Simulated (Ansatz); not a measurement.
This Ansatz (a first-principles code) input (HF/aug-cc-pV(T+d)Z) gives -671.37057 Eh with 193 basis functions. A basis named .json is the Basis Set Exchange file of that set (core-valence sets with the plain set on hydrogen).

Ansatz 0.2 input:
```yaml
crystal:
  periodic: [false, false, false]
  atoms:
    - {symbol: O, position_ang: [1.36185604, -0.14860171, -0.35687594]}
    - {symbol: S, position_ang: [0.16703457, -0.00768004, 0.40478800]}
    - {symbol: F, position_ang: [-0.63440715, 1.23198408, -0.22845242]}
    - {symbol: F, position_ang: [-0.87308190, -1.08624028, -0.17394763]}
basis:
  gaussian:
    orbitals: aug-cc-pV_T+d_Z.json
    fitting: {mean_field: cc-pV5Z-JKFIT.json}
hamiltonian:
  xc: {name: HF}
magnetization: {spin_polarized: false}
```

Change:
```diff
- fitting: {mean_field: cc-pV5Z-JKFIT.json}
+ fitting: {mean_field: def2-SV_P_-JKFIT.json}
```

### Question
What does the run give now?

### Answer
-671.37055 Eh (HF/aug-cc-pV(T+d)Z, 193 functions), a change of +0.02 mEh.
